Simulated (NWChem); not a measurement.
# C4H2N2; SMILES C#C/C=N/C#N

```xyz
8

C      0.2192     2.9650     0.0000
C     -0.0413     1.7802     0.0000
C     -0.4243     0.4116     0.0000
N      0.4477    -0.5313     0.0000
C      0.0690    -1.8040     0.0000
N     -0.1568    -2.9465     0.0000
H      0.4688     4.0116     0.0000
H     -1.5094     0.2084     0.0000
```
Atoms are numbered in this order, from 1.

Level: PBE0/def2-SVP (NWChem), optimised geometry, unscaled harmonic frequencies. 

### Question
List the harmonic frequencies with IR intensities, and the thermochemistry.

### Answer
```csv
frequency (cm⁻¹),IR intensity (km/mol)
126,0.3
132,0.5
262,7.5
365,28.8
555,7.3
582,0.2
589,2.9
714,37.9
747,27.2
996,3.4
1037,57.1
1106,6.4
1378,10.1
1720,142.3
2235,95.6
2359,39.2
3103,6.5
3480,86.1
```

zero-point energy: 30.7 kcal/mol
thermal correction to the enthalpy at 298.15 K (with zero-point energy): 35.0 kcal/mol
heat capacity Cv: 19.0 cal/(mol K)
entropy at 298.15 K and 1 atm (symmetry number 1): 75.1 cal/(mol K)
dipole moment: 5.26 D

Rigid rotor and harmonic oscillator.
